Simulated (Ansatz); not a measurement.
One change: `[SiH3]B1C[SiH2]1` becomes `B1C[SiH2]1`.

Ansatz, PBE0-D4/def2-TZVP geometries, multiplicity 1. 

```tsv
property	`[SiH3]B1C[SiH2]1`
zero-point energy (PBE0-D4/def2-TZVP) / kJ/mol	184.9
LUMO energy (PBE/def2-TZVPP) / eV	-2.76
LUMO energy (ωB97M-V/def2-TZVPP) / eV	0.08
HOMO energy (PBE0/def2-TZVPP) / eV	-6.88
HOMO energy (PBE/def2-TZVPP) / eV	-5.90
HOMO energy (B3LYP/def2-TZVPP) / eV	-6.68
```

Q: What does the change do to each property? (An estimate is asked.)

A: The calculation gave: 
```json
{"property": "zero-point energy (PBE0-D4/def2-TZVP) / kJ/mol", "`B1C[SiH2]1`": "141.1", "shift": "-43.8"}
{"property": "LUMO energy (PBE/def2-TZVPP) / eV", "`B1C[SiH2]1`": "-2.44", "shift": "0.32"}
{"property": "LUMO energy (ωB97M-V/def2-TZVPP) / eV", "`B1C[SiH2]1`": "0.43", "shift": "0.35"}
{"property": "HOMO energy (PBE0/def2-TZVPP) / eV", "`B1C[SiH2]1`": "-6.95", "shift": "-0.07"}
{"property": "HOMO energy (PBE/def2-TZVPP) / eV", "`B1C[SiH2]1`": "-5.94", "shift": "-0.04"}
{"property": "HOMO energy (B3LYP/def2-TZVPP) / eV", "`B1C[SiH2]1`": "-6.75", "shift": "-0.07"}
```

With PBE0 the HOMO falls by 0.07 eV and the LUMO rises by 0.36 eV, so the gap widens by about 0.43 eV. PBE moves the HOMO by -0.04 eV and ωB97M-V by -0.12 eV. The zero-point energy changes by -43.8 kJ/mol with -9 modes.

B3LYP here is the variant with VWN-RPA as its local correlation; programs differ in this.
